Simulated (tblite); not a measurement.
Compound: C6H11S (doublet state).
Numbering: `[CH2:1]=[CH:2][C@H:3]([CH3:4])[C:5]([CH3:6])[SH:7]` (hydrogens: H8, H9 on C1; H10 on C2; H11 on C3; H12, H13, H14 on C4; H15, H16, H17 on C6; H18 on S7)
Bond orders are those of one Lewis drawing.

Computed with GFN2-xTB (tblite), gas phase: L-BFGS steps from a force-field or distance-geometry start until the largest atomic force falls under 0.01 eV/Å.

Step 13: E = -587.8986 eV
```
atom  x, y, z in Å  |  force x, y, z in eV/Å
C1     -1.9561   -0.4461    1.3774    0.017  -0.013   0.000
C2     -1.1251    0.5049    0.9955    0.020   0.015   0.005
C3     -0.4370    0.6418   -0.3400    0.032   0.029  -0.034
C4     -0.8984   -0.3732   -1.3890   -0.027  -0.046   0.011
C5      1.0404    0.5750   -0.1270    0.026   0.013   0.048
C6      1.7333   -0.6918    0.2134    0.002  -0.004   0.017
S7      1.9440    2.0022   -0.5348    0.021  -0.029  -0.034
H8     -2.2539   -1.2580    0.7387   -0.011  -0.015  -0.042
H9     -2.3860   -0.4424    2.3648    0.002  -0.026   0.021
H10    -0.8585    1.2895    1.6919    0.002   0.028   0.016
H11    -0.6650    1.6477   -0.7143   -0.034   0.031  -0.006
H12    -0.3812   -0.1932   -2.3291   -0.019   0.020   0.011
H13    -1.9677   -0.2786   -1.5525   -0.039   0.007  -0.025
H14    -0.6809   -1.3864   -1.0663    0.004  -0.043   0.018
H15     2.7079   -0.5068    0.6652    0.002   0.021  -0.006
H16     1.1353   -1.2659    0.9218   -0.053  -0.002  -0.028
H17     1.8924   -1.3187   -0.6725    0.014  -0.014   0.006
H18     3.1475    1.5064   -0.2549    0.037   0.028   0.022
```

Step 14: E = -587.8994 eV
```
atom  x, y, z in Å  |  force x, y, z in eV/Å
C1     -1.9540   -0.4450    1.3761   -0.005  -0.051   0.009
C2     -1.1230    0.5064    0.9955   -0.001   0.029   0.011
C3     -0.4369    0.6443   -0.3416    0.013  -0.002  -0.003
C4     -0.8992   -0.3734   -1.3878   -0.026  -0.034  -0.006
C5      1.0394    0.5748   -0.1262    0.033   0.008   0.048
C6      1.7323   -0.6918    0.2140    0.006  -0.028   0.017
S7      1.9419    1.9990   -0.5399    0.061   0.003  -0.042
H8     -2.2510   -1.2560    0.7344   -0.008   0.002  -0.024
H9     -2.3840   -0.4466    2.3646    0.020  -0.016  -0.011
H10    -0.8580    1.2898    1.6940    0.012   0.028   0.003
H11    -0.6645    1.6503   -0.7159   -0.031   0.023  -0.006
H12    -0.3830   -0.1947   -2.3291   -0.020   0.015   0.020
H13    -1.9688   -0.2783   -1.5518   -0.027  -0.002  -0.017
H14    -0.6799   -1.3860   -1.0628   -0.007  -0.027   0.011
H15     2.7064   -0.5089    0.6682   -0.001   0.033  -0.011
H16     1.1342   -1.2678    0.9205   -0.063   0.000  -0.021
H17     1.8929   -1.3184   -0.6718    0.016  -0.011   0.002
H18     3.1465    1.5087   -0.2520    0.026   0.030   0.021
```

Step 15: E = -587.9002 eV
```
atom  x, y, z in Å  |  force x, y, z in eV/Å
C1     -1.9517   -0.4446    1.3748   -0.015  -0.067   0.011
C2     -1.1211    0.5081    0.9957   -0.023   0.030   0.012
C3     -0.4367    0.6467   -0.3431   -0.012  -0.030   0.032
C4     -0.9006   -0.3742   -1.3866   -0.017  -0.008  -0.012
C5      1.0392    0.5748   -0.1246    0.025   0.007   0.037
C6      1.7314   -0.6921    0.2150    0.004  -0.037   0.010
S7      1.9412    1.9958   -0.5458    0.085   0.025  -0.048
H8     -2.2485   -1.2541    0.7298   -0.002   0.019  -0.003
H9     -2.3818   -0.4511    2.3643    0.036  -0.009  -0.041
H10    -0.8574    1.2906    1.6964    0.017   0.019  -0.014
H11    -0.6649    1.6531   -0.7177   -0.020   0.000  -0.003
H12    -0.3851   -0.1958   -2.3287   -0.019   0.006   0.025
H13    -1.9706   -0.2781   -1.5516   -0.007  -0.014  -0.003
H14    -0.6791   -1.3863   -1.0594   -0.021  -0.003   0.000
H15     2.7049   -0.5102    0.6709   -0.005   0.036  -0.010
H16     1.1318   -1.2696    0.9189   -0.064   0.002  -0.014
H17     1.8937   -1.3183   -0.6710    0.017  -0.005  -0.001
H18     3.1464    1.5117   -0.2488    0.020   0.028   0.022
```

Task: Estimate the geometry and energy of step 16. (The exact step hangs on the optimiser's Hessian estimate; all steps are aligned on step 15, rigid shifts and turns removed.)

Result: E = -587.9012 eV, largest force 0.105 eV/Å
```
atom  x, y, z in Å  |  force x, y, z in eV/Å
C1     -1.9489   -0.4449    1.3734   -0.011  -0.057   0.005
C2     -1.1197    0.5103    0.9963   -0.039   0.018   0.009
C3     -0.4365    0.6492   -0.3444   -0.034  -0.046   0.061
C4     -0.9025   -0.3754   -1.3853   -0.002   0.024  -0.005
C5      1.0394    0.5751   -0.1221    0.005   0.012   0.016
C6      1.7304   -0.6932    0.2163   -0.005  -0.027  -0.002
S7      1.9422    1.9926   -0.5536    0.087   0.029  -0.051
H8     -2.2457   -1.2516    0.7241    0.003   0.028   0.015
H9     -2.3787   -0.4566    2.3635    0.043  -0.004  -0.056
H10    -0.8566    1.2920    1.6990    0.018   0.005  -0.033
H11    -0.6659    1.6560   -0.7197   -0.002  -0.035   0.005
H12    -0.3880   -0.1969   -2.3281   -0.014  -0.003   0.025
H13    -1.9728   -0.2782   -1.5516    0.015  -0.026   0.014
H14    -0.6787   -1.3867   -1.0554   -0.036   0.021  -0.013
H15     2.7032   -0.5112    0.6739   -0.011   0.030  -0.004
H16     1.1278   -1.2717    0.9168   -0.054   0.007  -0.009
H17     1.8950   -1.3183   -0.6702    0.015   0.002  -0.001
H18     3.1472    1.5158   -0.2445    0.021   0.021   0.025
```

The energy changes by -0.0009 eV. The first-order estimate −F·Δx gives -0.0013 eV and the mean of the old and new forces, exact on a quadratic surface, -0.0009 eV. The step makes an angle of 69° with the force vector and moves no atom by more than 0.009 Å.

The cost below is that of the whole relaxation. Time: 0.41 s of wall time. Hardware: one thread, Arm Neoverse V2 (aarch64), no GPU (shared host).
